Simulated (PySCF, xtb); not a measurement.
C₃H₇NOSi. Atoms are numbered in the order given.

```xyz
13

C      1.9813     1.8268    -0.0311
C      1.7468     0.6386     0.0250
C      1.4020    -0.7892     0.0957
N      0.0923    -1.0662     0.6483
Si    -1.3523    -0.6411    -0.2193
O     -1.7252     0.9827    -0.2138
H      2.2098     2.8760    -0.0742
H      1.4568    -1.2076    -0.9249
H      2.1825    -1.3173     0.6699
H      0.0660    -0.9552     1.6579
H     -2.5074    -1.3080     0.4316
H     -1.1092    -1.1313    -1.6097
H     -0.9919     1.5638    -0.4450
```

The structure is a stationary point at PBE0-D3(BJ)/def2-SVP. The structure was generated by enumeration, and PubChem lists no compound with its InChIKey, so it may never have been made. One conformer was computed; it need not be the lowest.

The numbers are results of PySCF with IEF-PCM-PBE0/def2-SVP, not measurements.

The values are the electrostatic part of the solvation free energy, E(continuum) − E(gas) at the gas-phase geometry, in a cavity of scaled van der Waals radii (PySCF's table); cavitation and dispersion terms are not included. In vacuum the orbital gap is 7.95 eV. The dipole moment in vacuum is 2.00 D.

```json
[
 {"solvent": "water", "ε": "78.36", "ΔG(elec) (kcal/mol)": "-6.6", "dipole (D)": "2.41", "gap (eV)": "8.04"},
 {"solvent": "chlorobenzene", "ε": "5.70", "ΔG(elec) (kcal/mol)": "-5.0", "dipole (D)": "2.32", "gap (eV)": "8.02"},
 {"solvent": "benzene", "ε": "2.27", "ΔG(elec) (kcal/mol)": "[?]", "dipole (D)": "[?]", "gap (eV)": "[?]"}
]
```

Problem. Fill in the missing entries. (An estimate is asked for; the answer gives what the named calculation found.)

Solution. 
- benzene, ΔG(elec) (kcal/mol): -2.9
- benzene, dipole (D): 2.19
- benzene, gap (eV): 7.99

For comparison, GFN2-xTB/ALPB(water) (xtb, at the GFN2-xTB geometry, all terms of that model) gives -5.0 kcal/mol.
